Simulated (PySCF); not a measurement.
# Energy profile

The step: GaH₂F ([F][GaH2]) → GaH + HF; bonds formed: F2–H3; bonds broken: Ga1–F2, Ga1–H3 (atoms numbered as in the saddle structure below).

Ga1  (-0.540, 0.402, 0.101)
F2  (0.980, -0.827, -0.499)
H3  (0.000, -0.385, -1.234)
H4  (-0.440, 0.810, 1.632)
(Å)

Electronic energies by CCSD(T) at an estimated basis limit (MP2 extrapolated from triple and quadruple zeta, plus CCSD(T) − MP2 in triple zeta), on PBE0-D4/def2-TZVP structures; GaH$_{2}$F, singlet; no counterpoise correction. Computed with PySCF 2.14 with density fitting (its default auxiliary sets; JK sets also for MP2 and CCSD(T)) (basis: def2-TZVPP and def2-QZVPP); correlated methods freeze the cores. Filled d shells of the heavier atoms are correlated. The def2 sets are not built for correlating such inner shells, so the correlated values are less sure here. Extrapolation: Hartree–Fock as exp(−7.88 √X), correlation as X^−2.97.

Question: Give the profile in kJ/mol, counted from the start structure. (Judge from chemistry; the value comes from the calculation.)

Answer: The calculation gives:
```
                                                   point  kJ/mol
                                         start structure     0.0
                                                  saddle   247.7
                                           end structure   141.7
separated: GaH (Ga1, H4; singlet) + HF (F2, H3; singlet)   161.3
```

T1 diagnostic: at most 0.019. The restricted Hartree–Fock reference is unstable towards an unrestricted one at one or more of these structures.

Labels in which every atom is bracketed show which atoms are joined, not bond orders.

For scale, one of the runs: CCSD(T)/def2-TZVPP, 107 basis functions, launched by `OMP_NUM_THREADS=4 python run.py`. Hardware: 4 CPU threads of an Arm Neoverse V1, shared host. Wall time about 49 s.
